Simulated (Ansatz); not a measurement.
Reaction (formal exchange of groups at the Si–N bond): `CO[SiH](N)Cl` + `CC(=O)[SiH3]` → `CO[SiH]([SiH3])Cl` + `CC(N)=O`

Calculated with Ansatz (gas phase, PBE0-D4/def2-TZVP geometries, no zero-point term in ΔE). CCSD(T)/CBS is the MP2 limit (def2-TZVPP, def2-QZVPP) plus CCSD(T) − MP2 in def2-TZVPP, frozen cores. DFT in def2-TZVPP. B3LYP here is the variant with VWN-RPA as its local correlation; programs differ in this. HSE06 is defined as in plane-wave codes. Each species was taken in one conformer, which may not be the lowest.

```json
{"level": "LDA (SPW92)", "ΔE (kJ/mol)": "-10.4", "difference from CCSD(T)/CBS": "-32.3"}
{"level": "PBE-D4", "ΔE (kJ/mol)": "-4.5", "difference from CCSD(T)/CBS": "-26.4"}
{"level": "revPBE-D4", "ΔE (kJ/mol)": "-1.6", "difference from CCSD(T)/CBS": "-23.5"}
{"level": "BLYP-D4", "ΔE (kJ/mol)": "10.9", "difference from CCSD(T)/CBS": "-11.0"}
{"level": "r2SCAN-D4", "ΔE (kJ/mol)": "5.7", "difference from CCSD(T)/CBS": "-16.2"}
{"level": "B97M-V", "ΔE (kJ/mol)": "7.1", "difference from CCSD(T)/CBS": "-14.8"}
{"level": "PBE0-D4", "ΔE (kJ/mol)": "-2.4", "difference from CCSD(T)/CBS": "-24.3"}
{"level": "B3LYP-D4", "ΔE (kJ/mol)": "10.9", "difference from CCSD(T)/CBS": "-11.0"}
{"level": "r2SCANh-D4", "ΔE (kJ/mol)": "5.8", "difference from CCSD(T)/CBS": "-16.1"}
{"level": "r2SCAN0-D4", "ΔE (kJ/mol)": "5.9", "difference from CCSD(T)/CBS": "-16.0"}
{"level": "HSE06-D4", "ΔE (kJ/mol)": "-2.3", "difference from CCSD(T)/CBS": "-24.2"}
{"level": "BHLYP-D4", "ΔE (kJ/mol)": "13.3", "difference from CCSD(T)/CBS": "-8.6"}
{"level": "CAM-B3LYP-D4", "ΔE (kJ/mol)": "12.9", "difference from CCSD(T)/CBS": "-9.0"}
{"level": "ωB97X-V", "ΔE (kJ/mol)": "9.0", "difference from CCSD(T)/CBS": "-12.9"}
{"level": "B2PLYP", "ΔE (kJ/mol)": "16.3", "difference from CCSD(T)/CBS": "-5.6"}
{"level": "PBE-QIDH", "ΔE (kJ/mol)": "7.8", "difference from CCSD(T)/CBS": "-14.1"}
{"level": "PBE", "ΔE (kJ/mol)": "-4.7", "difference from CCSD(T)/CBS": "-26.6"}
{"level": "revPBE", "ΔE (kJ/mol)": "-3.6", "difference from CCSD(T)/CBS": "-25.5"}
{"level": "BLYP", "ΔE (kJ/mol)": "9.8", "difference from CCSD(T)/CBS": "-12.1"}
{"level": "r2SCAN", "ΔE (kJ/mol)": "5.7", "difference from CCSD(T)/CBS": "-16.2"}
{"level": "B3LYP", "ΔE (kJ/mol)": "10.5", "difference from CCSD(T)/CBS": "-11.4"}
{"level": "r2SCANh", "ΔE (kJ/mol)": "5.9", "difference from CCSD(T)/CBS": "-16.0"}
{"level": "r2SCAN0", "ΔE (kJ/mol)": "6.0", "difference from CCSD(T)/CBS": "-15.9"}
{"level": "HSE06", "ΔE (kJ/mol)": "-2.3", "difference from CCSD(T)/CBS": "-24.2"}
{"level": "BHLYP", "ΔE (kJ/mol)": "14.1", "difference from CCSD(T)/CBS": "-7.8"}
{"level": "CAM-B3LYP", "ΔE (kJ/mol)": "13.1", "difference from CCSD(T)/CBS": "-8.8"}
{"level": "RPA@PBE/def2-TZVPP", "ΔE (kJ/mol)": "19.4", "difference from CCSD(T)/CBS": "-2.5"}
{"level": "CCSD/def2-SVP", "ΔE (kJ/mol)": "3.2", "difference from CCSD(T)/CBS": "-18.7"}
{"level": "CCSD(T)/def2-SVP", "ΔE (kJ/mol)": "2.1", "difference from CCSD(T)/CBS": "-19.8"}
{"level": "HF/def2-TZVPP", "ΔE (kJ/mol)": "17.6", "difference from CCSD(T)/CBS": "-4.3"}
{"level": "MP2/def2-TZVPP", "ΔE (kJ/mol)": "23.1", "difference from CCSD(T)/CBS": "1.2"}
{"level": "SCS-MP2/def2-TZVPP", "ΔE (kJ/mol)": "25.3", "difference from CCSD(T)/CBS": "3.4"}
{"level": "CCSD/def2-TZVPP", "ΔE (kJ/mol)": "20.5", "difference from CCSD(T)/CBS": "-1.4"}
{"level": "CCSD(T)/def2-TZVPP", "ΔE (kJ/mol)": "19.8", "difference from CCSD(T)/CBS": "-2.1"}
{"level": "HF/def2-QZVPP", "ΔE (kJ/mol)": "19.5", "difference from CCSD(T)/CBS": "-2.4"}
{"level": "MP2/def2-QZVPP", "ΔE (kJ/mol)": "24.9", "difference from CCSD(T)/CBS": "3.0"}
{"level": "SCS-MP2/def2-QZVPP", "ΔE (kJ/mol)": "27.1", "difference from CCSD(T)/CBS": "5.2"}
{"level": "HF/CBS(def2)", "ΔE (kJ/mol)": "19.7", "difference from CCSD(T)/CBS": "-2.2"}
{"level": "MP2/CBS(def2)", "ΔE (kJ/mol)": "25.1", "difference from CCSD(T)/CBS": "3.2"}
{"level": "CCSD/CBS(def2)", "ΔE (kJ/mol)": "22.5", "difference from CCSD(T)/CBS": "0.6"}
{"level": "CCSD(T)/CBS", "ΔE (kJ/mol)": "21.9", "difference from CCSD(T)/CBS": "0"}
```

Largest T1 diagnostic among the species: 0.015.

At CCSD(T), def2-SVP lies −19.8 kJ/mol from the extrapolated value and def2-TZVPP −2.1 kJ/mol. Leaving LDA and LC-ωPBE aside and taking each functional with its dispersion term where it has one, the values, not all of them listed here, spread over 24.0 kJ/mol, from PBE-D4 to ωB97M-V. LDA lies −5.7 kJ/mol from PBE without D4.
